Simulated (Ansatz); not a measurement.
Reactions of `CN[SiH2][SeH]`.

Program: Ansatz. Geometries: PBE0-D4/def2-TZVP. ΔE: electronic, gas phase. CCSD(T)/CBS adds triple-zeta CCSD(T) − MP2 to the extrapolated MP2 energy (def2 sets, frozen cores). This one scheme is used for every species. DFT in def2-TZVPP. def2 core potentials past Kr. For Ge, In, Se outer-core shells are correlated without core-valence functions, which leaves a few kJ/mol of doubt a bond. Scalar relativity is left out up to krypton. Each species was taken in one conformer, which may not be the lowest.

```tsv
reaction	CCSD(T)/CBS(def2) (kJ/mol)
`CN[SiH2][SeH]` + `CBOC` → `COB(C)[SeH]` + `CN[SiH3]`	8
`CN[SiH2][SeH]` + `[F][GeH]([F])[SeH]` → `[F][Ge]([F])([SeH])[SeH]` + `CN[SiH3]`	?
`CN[SiH2][SeH]` + `[CH3][InH2]` → `[CH3][InH][SeH]` + `CN[SiH3]`	-56
`CN[SiH2][SeH]` + `F[SiH]1CO1` → `F[Si]1([SeH])CO1` + `CN[SiH3]`	12
`CN[SiH2][SeH]` + HCl → `Cl[SiH2][SeH]` + CH₃NH₂	?
`CN[SiH2][SeH]` → `N[SiH2]C[SeH]`	33
```

**Question.** Fill in the missing values. (Best estimate.)

**Answer.** Computed: `CN[SiH2][SeH]` + `[F][GeH]([F])[SeH]` → `[F][Ge]([F])([SeH])[SeH]` + `CN[SiH3]`: +14.3 kJ/mol; `CN[SiH2][SeH]` + HCl → `Cl[SiH2][SeH]` + CH₃NH₂: -31.1 kJ/mol.

Largest T1 diagnostic: 0.013, for `F[SiH]1CO1`.
